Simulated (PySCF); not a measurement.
O₂Se, SMILES O=[Se]=O (connectivity only; charge and spin as stated), charge -1, multiplicity 2. Atoms are numbered in the order given.

```xyz
3

O      0.0000    -1.4283     0.6434
Se     0.0000     0.0000    -0.3028
O      0.0000     1.4283     0.6434
```
Charge -1, spin multiplicity 2.

Geometry optimised at PBE-D3(BJ)/def2-SVPD. The multiplicity is an assumed one; other spin states were not compared.

Calculation: PBE-D3(BJ)/def2-SVPD in PySCF.

Frequencies are harmonic and unscaled.

Computed harmonic wavenumbers and intensities:
| mode | ν (cm⁻¹) | IR (km/mol) | moving atoms (share of kinetic energy) |
|---|---|---|---|
| 1 | 300 | 15.3 | O 83 %, Se 17 % |
| 2 | 764 | 41.1 | O 88 %, Se 12 % |
| 3 | 774 | 210.0 | O 78 %, Se 22 % |
